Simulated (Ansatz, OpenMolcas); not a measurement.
CHBrCl2 (SMILES ClC(Cl)Br): the vertical energy of the triplet above the singlet from total energies

The species is CHBrCl2 (5 atoms), meant as a singlet with charge 0. As SMILES, `ClC(Cl)Br`. The coordinates come from a PBE0-D4/def2-TZVP relaxation.

Both states at this one shape; open shells run unrestricted unless said. 1 Eh = 27.2114 eV.

```tsv
level	program	singlet CHBrCl2 (Eh)	triplet CHBrCl2 (Eh)
SVWN5/6-31G* (spherical functions)	Ansatz	-3526.028669	-3525.850150
BLYP/6-31G* (spherical functions)	Ansatz	-3532.889572	-3532.715250
revPBE/6-31G* (spherical functions)	Ansatz	-3532.497815	-3532.322375
M06-L/6-31G* (spherical functions)	OpenMolcas	-3532.777520	-3532.597495
```

Work out the vertical gap, second state less first, at each level.


1. SVWN5/6-31G* (spherical functions): -3525.850150 − (-3526.028669) = 0.178519 Eh = 4.86 eV.
2. BLYP/6-31G* (spherical functions): -3532.715250 − (-3532.889572) = 0.174322 Eh = 4.74 eV.
3. revPBE/6-31G* (spherical functions): -3532.322375 − (-3532.497815) = 0.175440 Eh = 4.77 eV.
4. M06-L/6-31G* (spherical functions): -3532.597495 − (-3532.777520) = 0.180025 Eh = 4.90 eV.

No measured value is set beside it here; the levels span 4.74 to 4.90 eV. Spin-orbit coupling, which splits open shells on such heavy atoms by tenths of an eV, is left out. All-electron rows are non-relativistic unless named.
